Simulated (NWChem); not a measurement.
Molecule: C2H2BCl; SMILES B(Cl)C#C

Computed with NWChem. Pople sets run with spherical d functions. All runs use the structure optimised with PBE0/def2-SVP. Static field.

| level | isotropic polarisability (bohr³) | anisotropy (bohr³) |
|---|---|---|
| PBE/6-31+G* | 47.7 | 44.8 |
| B3LYP/6-31+G* | 46.3 | 42.4 |
| Hartree-Fock/6-31+G* | [?] | [?] |
| LDA (Slater exchange, VWN5)/6-31+G* | 48.2 | 45.3 |

Question: Some entries are withheld; supply them.

Answer: 
- Hartree-Fock/6-31+G*, isotropic polarisability (bohr³): 42.2
- Hartree-Fock/6-31+G*, anisotropy (bohr³): 36.4
